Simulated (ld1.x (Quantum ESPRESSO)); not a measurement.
## Reading a pseudo-wave (carbon)

Columns: radius, all-electron u(r) and pseudo u(r) of the 2s shell (level -13.75 eV) of carbon in the configuration [He] 2s2 2p2; PBE, scalar-relativistic, PAW scheme, ld1.x (Quantum ESPRESSO) 7.5.

```
r (bohr)  all-electron   pseudo
   0.128        0.3492  -0.1424
   0.255        0.2336  -0.2788
   0.382       -0.0109  -0.4059
   0.510       -0.2603  -0.5206
   0.638       -0.4678  -0.6190
   0.765       -0.6226  -0.6984
   0.893       -0.7285  -0.7587
   1.020       -0.7904  -0.7986
   1.148       -0.8177  -0.8185
   1.275       -0.8182  -0.8182
   1.402       -0.7995  -0.7995
   1.530       -0.7671  -0.7671
   1.658       -0.7259  -0.7259
   1.785       -0.6799  -0.6799
   1.912       -0.6313  -0.6313
   2.040       -0.5818  -0.5818
   2.168       -0.5330  -0.5330
   2.295       -0.4864  -0.4864
   2.422       -0.4421  -0.4421
   2.550       -0.4002  -0.4002
   2.678       -0.3613  -0.3613
   2.805       -0.3256  -0.3256
   2.932       -0.2929  -0.2929
   3.060       -0.2627  -0.2627
   3.188       -0.2353  -0.2353
   3.315       -0.2107  -0.2107
```

Q: How many radial nodes do the two functions have?

A: The all-electron 2s function has n − l − 1 = 1; the pseudo-wave has 0, since the states of the same l below it are removed with the core.

Q: At about which radius was the pseudo-wave matched?

A: 1.25 bohr, where the columns begin to agree (steps of 0.13 bohr).

Q: Where does each function peak?

A: Outermost all-electron maximum near 1.27 bohr, pseudo maximum near 1.15 bohr (to the table’s step).

Q: Is the pseudo-wave norm-conserving?

A: No, it belongs to a PAW set: the norm inside the radius is not constrained, and the difference is carried by the augmentation charge.
